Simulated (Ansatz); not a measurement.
Total energies of (4-phenylthiophenyl)diphenylsulfonium (C24H19S2⁺) from Ansatz at PBE0-D4/def2-TZVP, gas phase (1 Eh = 27.2114 eV = 2625.5 kJ/mol). The reference geometry is relaxed at PBE-D4/def2-SVP.

```csv
state,geometry,energy (Eh)
charge 1 singlet,reference,-1721.14899
charge 0 doublet,reference,-1721.28190
charge 0 doublet,relaxed at PBE-D4/def2-SVP,-1721.29640
```

Single mean-field runs in def2-TZVP are fitted with def2-universal-jkfit.

(1) Work out the vertical electron affinity, to the doublet.

(2) How much does the charge 0 doublet relax, and what is the adiabatic electron affinity?

(1) E(charge 1 singlet) − E(charge 0 doublet) = -1721.14899 − (-1721.28190) = 0.13291 Eh = 3.62 eV.

(2) Relaxation: -1721.28190 − (-1721.29640) = 0.01450 Eh = 0.39 eV. Adiabatic electron affinity: 0.14741 Eh = 4.01 eV, without zero-point energy.
